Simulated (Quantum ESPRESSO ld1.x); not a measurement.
Values are calculated unless marked as measured or tabulated.
Eu2+, configuration [Kr] 4d10 4f7 5s1 5p6 6s1 (not the ground configuration). Code: ld1.x of Quantum ESPRESSO 7.5. Model: scalar-relativistic Kohn-Sham, LDA (Slater exchange, Perdew-Wang correlation), spin-polarised, spherical densities, point nucleus; open shells are filled with parallel spins first. Some entries of the table are withheld. Estimate them.

| orbital | occ. | eigenvalue (eV) | r(max) (bohr) | <r> (bohr) |
|---|---|---|---|---|
| 1s up | 1 | -48344.654 | 0.014 | 0.02233 |
| 1s down | 1 | -48344.520 | 0.014 | 0.02233 |
| 2s up | 1 | -7955.752 | 0.081 | 0.09517 |
| 2s down | 1 | -7955.584 | 0.081 | 0.09517 |
| 2p up | 3 | -7093.460 | 0.065 | 0.08392 |
| 2p down | 3 | -7093.319 | 0.065 | 0.08392 |
| 3s up | 1 | -1765.682 | 0.230 | 0.2499 |
| 3s down | 1 | -1763.137 | 0.230 | 0.2497 |
| 3p up | 3 | -1497.326 | 0.224 | 0.2483 |
| 3p down | 3 | -1494.800 | 0.224 | 0.2481 |
| 3d up | 5 | -1137.554 | 0.184 | 0.2262 |
| 3d down | 5 | -1135.563 | 0.184 | 0.2259 |
| 4s up | 1 | -367.618 | 0.528 | 0.5667 |
| 4s down | 1 | -361.796 | 0.528 | 0.5665 |
| 4p up | 3 | -279.349 | 0.549 | 0.6002 |
| 4p down | 3 | -273.535 | 0.549 | 0.6001 |
| 4d up | 5 | -156.362 | 0.572 | 0.6551 |
| 4d down | 5 | -150.556 | 0.572 | 0.6553 |
| 5s up | 1 | -65.463 | 1.22 | 1.353 |
| 5s down | 0 | -61.388 | 1.23 | 1.376 |
| 5p up | 3 | -43.611 | 1.38 | 1.566 |
| 5p down | 3 | -40.305 | 1.40 | 1.604 |
| 4f up | 7 | -24.233 | 0.590 | 0.9067 |
| 4f down | 0 | -18.882 | 0.595 | 0.9541 |
| 6s up | 1 | -16.768 | 3.02 | (1) |
| 6s down | 0 | -15.388 | 3.09 | (2) |

Answer. 
(1) 6s up <r> (bohr): 3.308
(2) 6s down <r> (bohr): 3.402
